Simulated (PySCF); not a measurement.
PySCF job for H4MoN2OS, SMILES [Mo](=[NH])([SH])(=[O])[NH2], multiplicity 1, PBE-D3(BJ)/def2-SVP. Coordinates come from a PBE-D3(BJ)/def2-SVP optimisation. The spin state was assumed, not searched. The structure was generated by enumeration; whether it is a known compound was not checked. The def2 effective core potentials stand for the cores of Mo; spin–orbit coupling is left out. Other conformers were not sampled.

```python
import numpy as np
from pyscf import gto, scf, dft, df
from pyscf.hessian import thermo

mol = gto.M(
    atom='''
    Mo    0.25550649    0.09461249   -0.13259972
    O     1.67801321   -0.08252144    0.78669606
    N     0.27747560   -0.69786717   -1.69798618
    H     0.85741319   -1.31383186   -2.28638299
    N    -0.09707130    1.97659382   -0.44485541
    H     0.20211539    2.71684084    0.19886807
    H    -0.46986331    2.36985559   -1.31417468
    S    -1.54807760   -0.97466374    0.96805428
    H    -1.23863163   -0.44288412    2.18833160
    ''',
    basis='def2-SVP',
    ecp={'Mo': 'def2-svp'},
    charge=0,
    spin=0,
    max_memory=1600,
    verbose=3,
)
mf = dft.RKS(mol, xc='pbe').density_fit(auxbasis='def2-universal-jkfit')
mf.disp = 'd3bj'
mf.grids.level = 3
mf.conv_tol = 1e-11
mf.max_cycle = 100
mf.kernel()

# [left out here: the lines that compute and print the analytic Hessian (its translational invariance restored by hand, since the grid's response is missing), thermochemistry and intensities]
```

Output:

```
converged SCF energy = -653.067491241432

WARN: DFTD3 does not support analytical Hessian, using finite difference


WARN: Mole.unit (angstrom) is changed to Bohr

Mode                                 0                   1                   2
Irrep
Freq [cm^-1]                      153.8816            156.2693            210.6054
Reduced mass [au]                   4.1180              5.0905              3.4738
Force const [Dyne/A]                0.0575              0.0732              0.0908
Char temp [K]                     221.4013            224.8367            303.0143
Normal mode                   x     y     z       x     y     z       x     y     z
       0  Mo                -0.01 -0.02 -0.03    0.03 -0.03  0.00   -0.02 -0.02 -0.00
       1   O                -0.07 -0.02  0.06    0.06  0.04 -0.04    0.03  0.13 -0.07
       2   N                 0.11  0.07 -0.07    0.01  0.00 -0.01    0.06 -0.00 -0.01
       3   H                 0.20  0.15 -0.07    0.03  0.05 -0.04    0.15  0.12 -0.06
       4   N                -0.01 -0.01  0.01   -0.13 -0.05  0.08    0.10  0.01  0.05
       5   H                -0.15 -0.04  0.11   -0.15 -0.04  0.08    0.28 -0.06  0.05
       6   H                 0.09  0.02 -0.02   -0.25 -0.05  0.13    0.12  0.10  0.09
       7   S                 0.01  0.04  0.07   -0.04  0.07 -0.02   -0.03 -0.02  0.03
       8   H                 0.27 -0.09  0.06   -0.10  0.16 -0.04   -0.19  0.22 -0.04
Mode                                 3                   4                   5
Irrep
Freq [cm^-1]                      211.2613            256.8727            287.9869
Reduced mass [au]                   3.2221              3.3993              1.5371
Force const [Dyne/A]                0.0847              0.1322              0.0751
Char temp [K]                     303.9580            369.5826            414.3490
Normal mode                   x     y     z       x     y     z       x     y     z
       0  Mo                -0.00  0.01 -0.03   -0.01  0.02  0.01   -0.00  0.01 -0.00
       1   O                -0.07 -0.02  0.05    0.03 -0.13 -0.10    0.03  0.01 -0.07
       2   N                 0.01 -0.12  0.02    0.11  0.00  0.03    0.05 -0.09  0.05
       3   H                -0.00 -0.25  0.15    0.26 -0.00  0.18    0.10 -0.16  0.18
       4   N                -0.01  0.04  0.12   -0.04  0.02 -0.02    0.00  0.02  0.04
       5   H                 0.09 -0.04  0.16   -0.05  0.06 -0.07   -0.08 -0.04  0.15
       6   H                -0.07  0.16  0.19    0.03 -0.02 -0.08    0.08  0.11  0.04
       7   S                 0.05  0.01  0.00   -0.01 -0.02  0.02   -0.04  0.01 -0.01
       8   H                -0.10  0.26 -0.07   -0.22  0.28 -0.05    0.38 -0.59  0.14
Mode                                 6                   7                   8
Irrep
Freq [cm^-1]                      378.8289            388.7650            445.8108
Reduced mass [au]                   3.1868              1.3708              1.2841
Force const [Dyne/A]                0.2695              0.1221              0.1504
Char temp [K]                     545.0504            559.3463            641.4225
Normal mode                   x     y     z       x     y     z       x     y     z
       0  Mo                -0.03 -0.02  0.02   -0.02 -0.01  0.01    0.01  0.00 -0.00
       1   O                 0.01  0.01 -0.04   -0.01 -0.01 -0.02    0.00 -0.00  0.01
       2   N                -0.01 -0.00  0.02    0.05  0.00  0.01    0.01 -0.00  0.01
       3   H                 0.10  0.07  0.05    0.09  0.08 -0.03   -0.20 -0.02 -0.17
       4   N                 0.01 -0.02 -0.00   -0.01  0.00  0.01   -0.12  0.00  0.04
       5   H                -0.26 -0.07  0.19    0.55  0.10 -0.36    0.45 -0.03 -0.18
       6   H                 0.37  0.06 -0.12   -0.41 -0.13  0.12    0.62  0.06 -0.25
       7   S                 0.09  0.05 -0.06    0.05  0.04 -0.03   -0.01 -0.00  0.00
       8   H                 0.05  0.09 -0.07    0.21 -0.14 -0.00    0.05 -0.01 -0.01
Mode                                 9                  10                  11
Irrep
Freq [cm^-1]                      518.2927            608.1203            629.0693
Reduced mass [au]                   1.3135              1.1055              1.2086
Force const [Dyne/A]                0.2079              0.2409              0.2818
Char temp [K]                     745.7078            874.9497            905.0907
Normal mode                   x     y     z       x     y     z       x     y     z
       0  Mo                 0.01 -0.00 -0.00   -0.00 -0.00  0.00    0.01  0.01  0.01
       1   O                -0.01  0.02  0.02    0.01  0.02 -0.01    0.01 -0.01  0.01
       2   N                -0.09  0.03 -0.07    0.02  0.03 -0.00   -0.03  0.01  0.02
       3   H                 0.53 -0.07  0.61   -0.18 -0.28  0.13    0.14  0.13  0.06
       4   N                -0.01 -0.02  0.03    0.03 -0.00  0.04   -0.03 -0.03 -0.08
       5   H                 0.16  0.03 -0.12   -0.14  0.20 -0.12    0.23 -0.40  0.23
       6   H                 0.14 -0.11 -0.08    0.02 -0.28 -0.08   -0.08  0.48  0.17
       7   S                -0.00 -0.00  0.00   -0.02 -0.02 -0.01   -0.02 -0.02 -0.00
       8   H                -0.03 -0.05  0.03    0.59  0.38 -0.33    0.39  0.24 -0.21
Mode                                12                  13                  14
Irrep
Freq [cm^-1]                      650.8402            718.2373            949.9662
Reduced mass [au]                   1.7547              2.7260              7.8899
Force const [Dyne/A]                0.4379              0.8285              4.1951
Char temp [K]                     936.4141           1033.3835           1366.7898
Normal mode                   x     y     z       x     y     z       x     y     z
       0  Mo                -0.01  0.02  0.00    0.00 -0.04  0.01   -0.00 -0.02 -0.04
       1   O                 0.00  0.00 -0.01    0.01  0.02  0.00    0.03  0.00  0.03
       2   N                 0.06  0.08 -0.02    0.02  0.06 -0.04   -0.01  0.11  0.20
       3   H                -0.32 -0.49  0.21   -0.18 -0.37  0.20   -0.00  0.12  0.23
       4   N                 0.01 -0.14 -0.01   -0.03  0.16 -0.05    0.00  0.00  0.01
       5   H                 0.13 -0.28  0.10    0.00  0.09  0.02    0.00  0.03 -0.03
       6   H                -0.02 -0.00  0.08   -0.07  0.30  0.02   -0.01 -0.03 -0.00
       7   S                 0.01  0.01  0.00    0.00  0.01  0.00    0.00  0.00  0.00
       8   H                -0.17 -0.09  0.09   -0.08 -0.03  0.04   -0.04 -0.03  0.02
Mode                                15                  16                  17
Irrep
Freq [cm^-1]                      985.7081           1451.6481           2590.4606
Reduced mass [au]                  16.3570              1.1211              1.0382
Force const [Dyne/A]                9.3638              1.3920              4.1046
Char temp [K]                    1418.2145           2088.5984           3727.0961
Normal mode                   x     y     z       x     y     z       x     y     z
       0  Mo                 0.03 -0.01  0.01    0.00 -0.00  0.00   -0.00  0.00  0.00
       1   O                -0.19  0.03 -0.12   -0.00 -0.00 -0.00    0.00 -0.00 -0.00
       2   N                -0.01  0.03  0.05   -0.00 -0.00  0.00   -0.00 -0.00 -0.00
       3   H                -0.04  0.02  0.04    0.00  0.01 -0.00    0.00 -0.00 -0.00
       4   N                -0.00 -0.00 -0.00   -0.01  0.09 -0.02    0.00  0.00 -0.00
       5   H                -0.01 -0.02  0.01    0.21 -0.45  0.45   -0.00  0.00  0.00
       6   H                 0.01  0.03  0.00   -0.10 -0.60 -0.26   -0.00  0.00 -0.00
       7   S                 0.00  0.00 -0.00   -0.00 -0.00  0.00    0.01  0.01  0.03
       8   H                 0.01  0.02 -0.01    0.00  0.00 -0.00   -0.22 -0.38 -0.88
Mode                                18                  19                  20
Irrep
Freq [cm^-1]                     3466.1398           3469.5593           3573.4005
Reduced mass [au]                   1.0576              1.0713              1.0965
Force const [Dyne/A]                7.4861              7.5983              8.2492
Char temp [K]                    4987.0034           4991.9234           5141.3278
Normal mode                   x     y     z       x     y     z       x     y     z
       0  Mo                -0.00  0.00  0.00   -0.00 -0.00 -0.00   -0.00 -0.00 -0.00
       1   O                 0.00  0.00 -0.00   -0.00  0.00 -0.00   -0.00 -0.00 -0.00
       2   N                 0.02 -0.02 -0.02   -0.03  0.04  0.04    0.00 -0.00 -0.00
       3   H                -0.29  0.32  0.31    0.44 -0.48 -0.46   -0.00  0.00  0.00
       4   N                 0.00 -0.05  0.00    0.00 -0.03  0.00   -0.03 -0.01 -0.07
       5   H                 0.18  0.43  0.40    0.12  0.29  0.27    0.18  0.45  0.38
       6   H                -0.20  0.18 -0.45   -0.13  0.12 -0.30    0.26 -0.28  0.62
       7   S                 0.00  0.00 -0.00    0.00  0.00 -0.00   -0.00 -0.00  0.00
       8   H                 0.00  0.00  0.00    0.00 -0.00  0.00   -0.00  0.00  0.00
temperature 298.1500 [K]
pressure 101325.00 [Pa]
Rotational constants [GHz] 3.44484 1.94380 1.89807
Symmetry number 1
Zero-point energy (ZPE) 0.05035 [Eh]   132197.668 [J/mol]
                           tot       elec      trans        rot        vib
Entropy [J/mol/K]       362.677      0.000    173.234    115.593     73.850
Cv [J/mol/K]            113.239      0.000     12.472     12.472     88.296
Cp [J/mol/K]            121.554      0.000     20.786     12.472     88.296
Internal energy [J/mol]                      3718.434   3718.434 145397.918
Internal energy [Eh]   -653.00928  -653.06749
Enthalpy [J/mol]                             6197.391   3718.434 145397.918
Enthalpy [Eh]          -653.00834
Gibbs free energy [J/mol]                  -45452.443 -30745.622 123379.536
Gibbs free energy [Eh] -653.04952
mode   freq/cm-1   IR/(km/mol)
   1      153.88         1.687
   2      156.27         3.080
   3      210.61         3.323
   4      211.26         2.636
   5      256.87         8.802
   6      287.99        23.442
   7      378.83        14.875
   8      388.77         4.400
   9      445.81       146.351
  10      518.29       132.459
  11      608.12        20.678
  12      629.07         8.687
  13      650.84        14.711
  14      718.24       125.368
  15      949.97        83.321
  16      985.71       101.278
  17     1451.65        24.043
  18     2590.46         1.052
  19     3466.14       147.891
  20     3469.56        71.902
  21     3573.40        44.543
max |gradient| / (hartree/bohr): 0.0001451692676713493
APT charges: [ 1.4814 -0.6016 -0.632   0.2772 -0.6456  0.1953  0.195  -0.319   0.0493]
```

Self-consistency was reached.

Cost: about 110 core-seconds (a rough figure).
